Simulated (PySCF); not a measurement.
# Spinor energies of Nb²⁺ (niobium, charge +2)

Start: [Kr] 4d2 5p1; 4d5/2 filled at m_j = +3/2, +5/2; 5p3/2 filled at m_j = +3/2. Calculated with PySCF 2.14 in x2c-TZVPall-2c (8s9p7d1f, 77 functions): generalised Hartree-Fock with the X2C-1e Hamiltonian and a Gaussian nucleus; one run each with spin-orbit coupling (SO) switched off, then screened by Boettger's factors. This is a chosen level, not necessarily the ground level.

```
spinor shell  electrons  ε, spin-free (eV)  ε, screened SO (eV)  weight of nominal j (screened SO)  rms radius, screened SO (bohr)
       1s1/2          2           -19110.7             -19109.8                              1.000                          0.0415
       2s1/2          2            -2767.2              -2767.0                              1.000                           0.171
       2p1/2          2            -2467.0              -2533.1                              1.000                           0.149
       2p3/2          4            -2467.0              -2436.1                              1.000                           0.154
       3s1/2          2            -513.12              -513.13                              1.000                           0.471
       3p1/2          2            -412.25              -423.43                              1.000                           0.471
       3p3/2          4            -412.25              -407.08                              1.000                           0.481
       3d3/2          4            -247.21              -248.94                              0.984                           0.472
       3d5/2          6            -247.21              -246.12                              0.989                           0.474
       4s1/2          2            -95.325              -95.375                              1.000                            1.23
       4p1/2          2            -65.500              -67.089                              0.822                            1.35
       4d5/2          2            -29.526              -29.493                              0.886                            1.91
       5p3/2          1            -16.556              -16.472                              1.000                            3.79
```

Q: Where does 4p3/2 lie, and what is the 4p spin-orbit splitting (screened SO)?

A: At -64.836 eV, 2.254 eV above 4p1/2.

| quantity | spin-free | screened SO |
| --- | --- | --- |
| E (hartree) | -3816.03741 | -3816.43693 |
| M_J | 11/2 | 11/2 |
| ⟨J²⟩ | 35.758 | 35.758 |
| ⟨L²⟩ | 20.007 | 20.027 |
| ⟨S²⟩ | 3.751 | 3.755 |

Each row is a mean over spinors that exchange with the open shell spreads, by up to 6.446 eV (4p3/2).

Rows whose weight is well below 1 are mixtures of j = l ± 1/2: exchange outweighs spin-orbit coupling there, and the label is only the starting occupation.

Breit and QED terms are absent; they matter most for the inner s and p1/2 levels.

Densities and radii are taken from the X2C orbitals without a picture-change correction, which distorts them close to the nucleus.

Without spin-orbit coupling the j labels of p, d and f shells carry no meaning; the spin-free column gives the mean over the occupied spinors of each nl shell.
